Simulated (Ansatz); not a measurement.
`[AlH2][NH][Si]1(Cl)CO1` + `[CH2]1[NH][AlH]1` → `[AlH2][N]1[CH2][AlH]1` + `N[Si]1(Cl)CO1`  (ligand exchange at the Al–N bond)

Gas-phase electronic energies from Ansatz, PBE0-D4/def2-TZVP geometries. CCSD(T)/CBS adds triple-zeta CCSD(T) − MP2 to the extrapolated MP2 energy (def2 sets, frozen cores). DFT in def2-TZVPP. B3LYP here is the variant with VWN-RPA as its local correlation; programs differ in this. One conformer a species, not always the lowest.

```tsv
level	ΔE (kcal/mol)	difference from CCSD(T)/CBS
PBE0-D4	-0.3	-0.1
B3LYP-D4	-0.7	-0.5
ωB97M-V	-0.2	0.0
B2PLYP	-1.0	-0.8
PBE	-0.5	-0.3
r2SCAN	-0.7	-0.5
HF/def2-TZVPP	-1.3	-1.1
MP2/def2-TZVPP	-0.9	-0.7
SCS-MP2/def2-TZVPP	-0.9	-0.7
CCSD/def2-TZVPP	-0.4	-0.2
HF/def2-QZVPP	-1.3	-1.1
MP2/def2-QZVPP	-0.8	-0.6
SCS-MP2/def2-QZVPP	-0.9	-0.7
HF/CBS(def2)	-1.3	-1.1
MP2/CBS(def2)	-0.8	-0.6
CCSD/CBS(def2)	-0.3	-0.1
CCSD(T)/CBS	-0.2	0
```

Largest T1 diagnostic among the species: 0.015.
